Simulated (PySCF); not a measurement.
B3LYP has the VWN-RPA correlation part, as in Gaussian. Delta-SCF ions had no search for a lower state. Excitations are Tamm–Dancoff values on a coarser integration grid. The basis has no diffuse functions, so Rydberg states are missing or too high.

## C$_{3}$H$_{6}$O$_{2}$, SMILES `O=C(CC)O` (C–C–C–O torsion 0°, O–C–O–H torsion 0°) (charge 0, multiplicity 1)

The numbers are results of B3LYP-D3(BJ)/def2-TZVP (PySCF), not measurements.

```json
{
 "HOMO": "-7.86 eV",
 "dipole_moment": "0.333 e·Å",
 "LUMO": "-0.06 eV",
 "HOMO–LUMO gap": "7.81 eV",
 "S1 excitation (TDA)": "5.93 eV",
 "S1 oscillator strength": "0.001",
 "brightest of the four lowest singlets (TDA)": "7.51 eV",
 "T1 excitation (TDA)": "5.39 eV",
 "S1–T1 gap (TDA)": "0.54 eV",
 "vertical ionisation energy (Delta-SCF)": "10.57 eV",
 "total_energy": "-7307.07 eV",
 "cost": "around 4 core-minutes (rough)"
}
```

```xyz
11

C     -1.4331    -0.3970    -0.0003
C     -0.2087     0.4317    -0.3578
C      1.0594    -0.0815     0.2746
O      1.1563    -1.0402     0.9946
O      2.1277     0.6806    -0.0663
H     -1.5974    -0.4075     1.0769
H     -1.3135    -1.4309    -0.3232
H     -2.3214     0.0141    -0.4809
H     -0.0448     0.4617    -1.4385
H     -0.3258     1.4750    -0.0521
H      2.9013     0.2939     0.3729
```
Charge 0, spin multiplicity 1.
